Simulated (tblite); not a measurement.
Compound: C5H15AsGe.
SMILES with atom numbers: `[CH3:1][CH2:2][CH2:3][GeH2:4][As:5]([CH3:6])[CH3:7]` (hydrogens: H8, H9, H10 on C1; H11, H12 on C2; H13, H14 on C3; H15, H16 on Ge4; H17, H18, H19 on C6; H20, H21, H22 on C7)

Computed with GFN2-xTB (tblite), gas phase: L-BFGS steps from a force-field or distance-geometry start until the largest atomic force falls under 0.01 eV/Å.

Step 6: E = -615.9972 eV
```
atom  x, y, z in Å  |  force x, y, z in eV/Å
C1      3.4509    0.6866   -0.1605    0.092   0.110  -0.047
C2      2.1893   -0.1254    0.0816    0.109  -0.064   0.149
C3      1.1987   -0.0240   -1.0635    0.102   0.177  -0.124
Ge4    -0.4233   -1.0773   -0.6598    0.074  -0.009  -0.057
As5    -1.4743   -0.2978    1.3389    0.017  -0.013   0.071
C6     -3.1991   -1.1120    0.8656   -0.191  -0.093   0.024
C7     -1.8928    1.4601    0.5534   -0.056   0.220  -0.013
H8      3.2083    1.7402   -0.2881   -0.007   0.016   0.034
H9      3.9472    0.3497   -1.0671    0.042  -0.039  -0.038
H10     4.1512    0.5919    0.6686   -0.070  -0.011  -0.021
H11     2.4594   -1.1730    0.2283    0.026  -0.085   0.002
H12     1.7148    0.2154    1.0085   -0.069   0.036   0.032
H13     1.6724   -0.3393   -1.9929   -0.010  -0.097  -0.015
H14     0.9210    1.0234   -1.2056   -0.036   0.013   0.001
H15    -0.0201   -2.5372   -0.6111    0.004  -0.062  -0.117
H16    -1.3528   -0.9748   -1.8688    0.018  -0.090  -0.006
H17    -3.1613   -2.1950    0.9762   -0.004   0.009   0.047
H18    -3.9830   -0.7293    1.5180   -0.048  -0.026   0.032
H19    -3.4693   -0.8858   -0.1647   -0.011   0.012   0.003
H20    -2.6255    1.9728    1.1775    0.003   0.035   0.010
H21    -2.3149    1.3580   -0.4459    0.015  -0.015   0.000
H22    -1.0070    2.0921    0.4928   -0.001  -0.022   0.033
```

Step 7: E = -616.0032 eV
```
atom  x, y, z in Å  |  force x, y, z in eV/Å
C1      3.4533    0.6884   -0.1605    0.050   0.053  -0.038
C2      2.1898   -0.1271    0.0826    0.136   0.001   0.088
C3      1.2002   -0.0242   -1.0668    0.157   0.142  -0.035
Ge4    -0.4212   -1.0754   -0.6572    0.066  -0.046  -0.034
As5    -1.4773   -0.2963    1.3477   -0.034   0.001  -0.048
C6     -3.2047   -1.1146    0.8687   -0.140  -0.055   0.016
C7     -1.8932    1.4653    0.5547   -0.052   0.155  -0.011
H8      3.2090    1.7426   -0.2882    0.004  -0.028   0.040
H9      3.9500    0.3500   -1.0684    0.013  -0.016   0.013
H10     4.1541    0.5928    0.6698   -0.095  -0.001  -0.054
H11     2.4604   -1.1758    0.2285    0.017  -0.040   0.005
H12     1.7115    0.2163    1.0080   -0.036   0.012   0.002
H13     1.6766   -0.3377   -1.9947   -0.016  -0.119  -0.025
H14     0.9243    1.0220   -1.2083   -0.049   0.061   0.002
H15    -0.0222   -2.5375   -0.6279    0.019  -0.058  -0.073
H16    -1.3451   -0.9880   -1.8670   -0.027  -0.047  -0.034
H17    -3.1664   -2.1978    0.9779    0.005   0.020   0.051
H18    -3.9897   -0.7326    1.5204   -0.039  -0.028   0.023
H19    -3.4724   -0.8878   -0.1631   -0.002   0.012   0.034
H20    -2.6262    1.9791    1.1770   -0.001   0.034   0.012
H21    -2.3143    1.3604   -0.4457    0.026  -0.016   0.030
H22    -1.0070    2.0971    0.4936   -0.004  -0.038   0.036
```

Problem. Estimate the geometry and energy of step 8. (The exact step hangs on the optimiser's Hessian estimate; all steps are aligned on step 7, rigid shifts and turns removed.)

Solution. E = -616.0076 eV, largest force 0.161 eV/Å
```
atom  x, y, z in Å  |  force x, y, z in eV/Å
C1      3.4560    0.6903   -0.1612    0.004  -0.010  -0.016
C2      2.1925   -0.1281    0.0846    0.101   0.049   0.004
C3      1.2043   -0.0219   -1.0694    0.142   0.064   0.042
Ge4    -0.4181   -1.0747   -0.6563    0.059  -0.052  -0.017
As5    -1.4801   -0.2952    1.3531   -0.080   0.017  -0.133
C6     -3.2111   -1.1173    0.8711   -0.055  -0.003   0.015
C7     -1.8945    1.4715    0.5555   -0.033   0.044   0.006
H8      3.2095    1.7444   -0.2875    0.011  -0.042   0.032
H9      3.9525    0.3498   -1.0694   -0.003   0.005   0.040
H10     4.1546    0.5933    0.6699   -0.068   0.010  -0.048
H11     2.4615   -1.1787    0.2288    0.011   0.017   0.008
H12     1.7085    0.2173    1.0079    0.009  -0.010  -0.027
H13     1.6792   -0.3391   -1.9966   -0.011  -0.106  -0.020
H14     0.9256    1.0226   -1.2103   -0.032   0.080  -0.001
H15    -0.0233   -2.5391   -0.6411    0.031  -0.050  -0.042
H16    -1.3403   -0.9982   -1.8665   -0.050  -0.017  -0.049
H17    -3.1699   -2.1999    0.9803    0.004   0.011   0.050
H18    -3.9955   -0.7353    1.5228   -0.044  -0.026   0.020
H19    -3.4746   -0.8889   -0.1615   -0.008   0.007   0.047
H20    -2.6271    1.9845    1.1773   -0.015   0.046   0.016
H21    -2.3134    1.3618   -0.4452    0.024  -0.004   0.038
H22    -1.0068    2.1002    0.4950    0.003  -0.029   0.035
```

The energy changes by -0.0044 eV. The first-order estimate −F·Δx gives -0.0063 eV and the mean of the old and new forces, exact on a quadratic surface, -0.0044 eV. The step makes an angle of 58° with the force vector and moves no atom by more than 0.013 Å.

What follows is the cost of the whole relaxation. Time: 0.95 s of wall time. Hardware: one thread, Arm Neoverse V1 (aarch64), no GPU, shared host with 64 logical CPUs at a one-minute load of 12.
